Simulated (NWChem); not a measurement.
System: CH3F3Ti; SMILES [F][Ti]([CH3])([F])[F]

```xyz
8

Ti     0.0000     0.0000     0.1093
F      1.3979     0.9037     0.5945
F      0.0837    -1.6624     0.5945
F     -1.4815     0.7588     0.5945
C      0.0000     0.0000    -1.9223
H     -0.0152     1.0420    -2.2817
H     -0.8948    -0.5341    -2.2817
H      0.9100    -0.5079    -2.2817
```
Atoms are numbered in this order, from 1.

Geometry: optimised at PBE0/def2-SVP.

Problem. List the 4 lowest vertical singlet excitations from PBE/def2-SVPD, TDA (NWChem).

Solution. 
```tsv
state	energy (eV)	oscillator strength	leading excitation (squared amplitude)
S1	3.91	0.001	HOMO → LUMO+1 (0.80)
S2	3.91	0.001	HOMO → LUMO (0.80)
S3	5.40	0.004	HOMO → LUMO+2 (0.98)
S4	5.40	0.004	HOMO → LUMO+3 (0.98)
```
